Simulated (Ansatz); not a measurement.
Ansatz (a program for electronic structure) input (MP2/def2-TZVP):

Ansatz 0.2 input:
```yaml
crystal:
  periodic: [false, false, false]
  atoms:
    - {symbol: Sr, position_ang: [-0.00000000, -0.00000000, -0.76713990]}
    - {symbol: Cl, position_ang: [0.00000000, 0.00000000, 1.71478330]}
basis:
  gaussian:
    orbitals: def2-TZVP
total_charge: 1
magnetization: {spin_polarized: false}
correlation: {method: mp2, electrons: outside_noble_gas}
relax: {f_tol: 0.003, max_steps: 100}
```

End of the output:

```
densities: 0.09 GiB planned
second order -5.41511114 eV of doubles, -0.00000000 eV of singles
the calculation of the forces begins
relax step   3: F+E_penalty+E_count = -13332.49876061 eV  Δ(F+E_penalty+E_count) = -6.638e-3 eV  max|allowed force component| = 3.177e-2 eV/Å  Δτ_max = 0.0162 Å  (36 SCF iters, accepted)
these checks for a lower state are left out or cut short: starts, cluster_reference, orbital_swaps, neighbouring_geometries, increment
integrals: 0.02 GiB planned
565 factors; integrals over basis functions are off by at most 3.4e-4 eV
mean field: 0.10 GiB planned
mean field -13327.08383959 eV, -489.7612976829 hartree, gradient 5.2e-7 eV, S^2 0.000000; 0 other end points of the search recorded, 0 dependent functions left out
9 core orbitals not correlated
reference -13327.08383959 eV, -489.7612976829 hartree; 4, 4 occupied and 57, 57 virtual orbitals, 565 factors
densities: 0.09 GiB planned
second order -5.41496656 eV of doubles, -0.00000000 eV of singles
the calculation of the forces begins
relax step   4: F+E_penalty+E_count = -13332.49880615 eV  Δ(F+E_penalty+E_count) = -4.554e-5 eV  max|allowed force component| = 4.927e-4 eV/Å  Δτ_max = 0.0014 Å  (31 SCF iters, accepted)
these checks for a lower state are left out or cut short: cluster_reference
integrals: 0.02 GiB planned
565 factors; integrals over basis functions are off by at most 3.4e-4 eV
mean field: 0.10 GiB planned
mean field -13327.08383959 eV, -489.7612976829 hartree, gradient 5.2e-7 eV, S^2 0.000000; 1 other end points of the search recorded, 0 dependent functions left out
9 core orbitals not correlated
reference -13327.08383959 eV, -489.7612976829 hartree; 4, 4 occupied and 57, 57 virtual orbitals, 565 factors
densities: 0.09 GiB planned
second order -5.41496656 eV of doubles, -0.00000000 eV of singles
the calculation of the forces begins
Total energy: -13332.49880615 eV, -489.9602940336 hartree
Atom 0 at    -0.000000    -0.000000    -0.789903 Å, force     0.000000    -0.000000     0.000493 eV/Å
Atom 1 at     0.000000     0.000000     1.737547 Å, force    -0.000000    -0.000000    -0.000493 eV/Å
Dipole moment:     0.000000     0.000000    -2.231012 e Å
Checks for a lower state left out: cluster_reference
```
